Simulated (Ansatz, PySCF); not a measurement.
1,1,1-trifluoroethane (C₂H₃F₃), SMILES FC(C)(F)F. Atoms are numbered in the order given.

```xyz
8

C      0.0000    -0.0895     1.4705
C      0.0000     0.0786    -0.0248
F     -1.0836    -0.4877    -0.5865
F      1.0836    -0.4877    -0.5865
F      0.0000     1.3774    -0.3764
H     -0.8966     0.3841     1.8923
H      0.8966     0.3841     1.8923
H      0.0000    -1.1592     1.7191
```
Charge 0, spin multiplicity 1.

Geometry: B3LYP-D3(BJ)/def2-SVP.

Two levels are set side by side: PBE-D3(BJ)/def2-SVP (Ansatz, a program for electronic structure) and B3LYP-D3(BJ)/def2-SVP (PySCF). Each level has its own optimised geometry; the coordinates shown are those of the second. Frequencies come from the Hessian of PySCF at each geometry. Differences are taken from unrounded values.

```json
[
 {"quantity": "mean bond length (Å)", "B3LYP-D3(BJ)": "1.262"},
 {"quantity": "bond C1–C2 (Å)", "B3LYP-D3(BJ)": "1.505"},
 {"quantity": "bond C2–F3 (Å)", "B3LYP-D3(BJ)": "1.345"},
 {"quantity": "bond C2–F4 (Å)", "B3LYP-D3(BJ)": "1.345"},
 {"quantity": "bond C2–F5 (Å)", "B3LYP-D3(BJ)": "1.346"},
 {"quantity": "bond C1–H6 (Å)", "B3LYP-D3(BJ)": "1.098"},
 {"quantity": "bond C1–H7 (Å)", "B3LYP-D3(BJ)": "1.098"},
 {"quantity": "bond C1–H8 (Å)", "B3LYP-D3(BJ)": "1.098"},
 {"quantity": "highest harmonic wavenumber (cm⁻¹)", "B3LYP-D3(BJ)": "3169"},
 {"quantity": "mean harmonic wavenumber (cm⁻¹)", "B3LYP-D3(BJ)": "1279"},
 {"quantity": "zero-point energy (kcal/mol)", "B3LYP-D3(BJ)": "32.91"}
]
```

Problem. What does PBE-D3(BJ) give, and how far is it from B3LYP-D3(BJ)? (Estimate from the structure and the level; the computed values follow.)

Solution. 
```tsv
quantity	PBE-D3(BJ)	PBE-D3(BJ) minus B3LYP-D3(BJ)
mean bond length (Å)	1.270	0.008
bond C1–C2 (Å)	1.508	0.003
bond C2–F3 (Å)	1.356	0.010
bond C2–F4 (Å)	1.356	0.010
bond C2–F5 (Å)	1.356	0.010
bond C1–H6 (Å)	1.105	0.007
bond C1–H7 (Å)	1.105	0.007
bond C1–H8 (Å)	1.105	0.007
highest harmonic wavenumber (cm⁻¹)	3116	-52
mean harmonic wavenumber (cm⁻¹)	1243	-36
zero-point energy (kcal/mol)	31.98	-0.93
```

GGA bonds tend to be longer and softer than those of functionals with exact exchange. Differences between two approximate levels are no errors against the true value.
